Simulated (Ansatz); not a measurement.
Relaxation of BBrGeH4 (7 atoms, charge 0, multiplicity 1), to a largest force component of 0.02 eV/Å in at most 50 steps.

These are results of RKS B3LYP/def2-SVP in Ansatz 0.2.0, not measurements.

```xyz
7
Properties=species:S:1:pos:R:3:forces:R:3
B -0.997 -0.149 -0.676 -1.77 1.70 -2.03
Ge 0.609 -0.112 0.461 26.62 15.78 20.99
Br 1.565 2.001 0.395 0.09 0.23 -0.37
H -1.619 -1.075 -0.797 -1.23 -1.91 -0.05
H -1.366 0.874 -1.271 0.85 -0.35 1.11
H -0.089 -0.568 -0.068 -24.43 -15.64 -19.94
H 1.640 -1.159 -0.077 -0.14 0.20 0.29
```

Q: Where does it end, and by what steps?

A: It converged. After 14 steps the energy has fallen by 9.845 eV; H6 moved furthest, 1.36 Å. The start is strongly strained (largest force component 27 eV/Å), so its close contacts needn't be bonds. Parted: Ge2–H6.

| step | energy less start (eV) | largest force component (eV/Å) | accepted |
| --- | --- | --- | --- |
| 0 | 0.0000 | 26.624 | yes |
| 1 | -6.0056 | 8.746 | yes |
| 2 | -8.1636 | 3.610 | yes |
| 3 | -8.9376 | 1.398 | yes |
| 4 | -9.2099 | 0.593 | yes |
| 5 | -9.4356 | 0.806 | yes |
| 6 | -9.6605 | 0.496 | yes |
| 7 | -9.7728 | 0.758 | yes |
| 8 | -9.7744 | 0.907 | yes |
| 9 | -9.8297 | 0.184 | yes |
| 10 | -9.8078 | 0.457 | no |
| 11 | -9.8432 | 0.058 | yes |
| 12 | -9.8446 | 0.049 | yes |
| 13 | -9.8450 | 0.031 | yes |
| 14 | -9.8452 | 0.007 | yes |

```xyz
7
Properties=species:S:1:pos:R:3
B -1.076 -0.188 -0.695
Ge 0.568 0.019 0.435
Br 1.934 1.908 0.412
H -1.605 -1.248 -0.469
H -1.665 0.816 -0.988
H -0.013 -0.371 -1.407
H 1.600 -1.123 0.679
```

Whether the end is a true minimum wasn't checked by a vibrational analysis.

The run took 33 s on 2 threads of Arm Neoverse V2 (shared host), peak memory 0.23 GiB.
